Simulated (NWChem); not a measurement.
TiH2S2F2; SMILES [Ti]([F])([SH])([SH])[F]

```xyz
7

Ti     0.0000     0.0000     0.4024
F      0.1457    -1.4572     1.3241
F     -0.1457     1.4572     1.3241
S      1.8757     0.0335    -0.9291
H      1.6164     1.2437    -1.4780
S     -1.8757    -0.0335    -0.9291
H     -1.6164    -1.2437    -1.4780
```
Atoms are numbered in this order, from 1.

Computed with NWChem. All runs use the structure optimised with B3LYP/6-31G* (spherical d). Level BLYP/def2-SVP: energy and gradient; each run changes one setting, and changes count from the defaults (medium grid, exact Coulomb integrals, symmetry on).

Which setting moves the energy most, and by about how much (coarse grid; defaults; extra-fine grid; symmetry off)?

coarse grid, by about 100 μHa.
| setting | size of the energy change (μHa) | largest change of a gradient component (μHa/bohr) |
|---|---|---|
| defaults | < 10 | < 30 |
| extra-fine grid | < 10 | 90 |
| symmetry off | < 10 | other frame |
| coarse grid | 100 | 400 |
